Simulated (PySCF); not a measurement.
Distorted geometries of [Nd(H2O)3]3+

[Nd(H2O)3]3+ (singlet in the valence; each metal's 4f electrons, 3 of them, lie in its core potential, out of spins and levels). PySCF 2.14.0, RKS PBE, Nd lcecp-1-SVP with ECP49, O def2-SVP, H def2-SVP; non-relativistic Hamiltonian with scalar-relativistic core potentials where named; density fitting; no spin-orbit coupling. Relaxed geometry:

```xyz
10

Nd    0.0000    0.0000    0.0000
O     2.3274    0.0000    0.0000
H     2.9508   -0.7718    0.1101
H     2.9507    0.7719   -0.1101
O    -1.1637    2.0155    0.0000
H    -0.8069    2.9413    0.1101
H    -2.1438    2.1695   -0.1101
O    -1.1637   -2.0156    0.0000
H    -2.1438   -2.1695    0.1101
H    -0.8069   -2.9413   -0.1101
```

Q: Order these distorted geometries by energy above the relaxed one, lowest first.
A.
```xyz
10

Nd    0.0286    0.0269   -0.0050
O     2.3040    0.0529    0.0009
H     2.9293   -0.8300    0.1330
H     2.9570    0.7299   -0.0989
O    -1.1726    1.9994    0.0513
H    -0.7793    2.9841    0.1311
H    -2.1489    2.2000   -0.1514
O    -1.1668   -2.0540    0.0015
H    -2.1692   -2.1705    0.0569
H    -0.7821   -2.9386   -0.1195
```
B.
```xyz
10

Nd   -0.0037    0.0093   -0.0649
O     2.3478    0.0050    0.0029
H     3.0248   -0.8463    0.1597
H     2.9421    0.8135   -0.1237
O    -1.2012    2.0255    0.0470
H    -0.8257    2.9646    0.1142
H    -2.3166    2.2525   -0.1587
O    -1.0939   -2.0174    0.0438
H    -2.1030   -2.2050    0.0884
H    -0.7707   -3.0018   -0.1086
```
C.
```xyz
10

Nd    0.0473    0.0633   -0.1124
O     2.4427    0.1101   -0.0719
H     2.9221   -0.4002    0.1742
H     2.8493    0.5716   -0.0115
O    -1.1107    2.1121   -0.3793
H    -0.7646    2.8490    0.2274
H    -2.1343    2.1596   -0.1304
O    -1.2191   -2.3076    0.0345
H    -2.1732   -2.2973    0.2970
H    -0.8595   -2.8606   -0.0276
```

A: A (0.37 eV), B (0.66 eV), C (18.33 eV).

Q: Which forces (eV/Å) act in the one that lies 18.33 eV up?

A: 
```
Nd   -0.47  -1.11  -0.49
O   -63.56 -35.54 -14.69
H    16.93 -21.94   9.01
H    46.55  57.48   5.79
O    -1.39  -0.31   2.32
H    -0.16   0.08  -0.90
H     1.58   0.15  -1.03
O   -27.46  47.11   4.88
H     0.46  -1.17  -0.18
H    27.53 -44.76  -4.72
```
Forces carry noise of the integration grid, about 0.01 to 0.03 eV/Å.

A frequency check found unstable modes (1, the lowest at -16 cm⁻¹), so the relaxed geometry is a saddle point, or these are noise. An lcecp potential fixes the number of 4f electrons, so in runs with it no electron can move into or out of that shell.
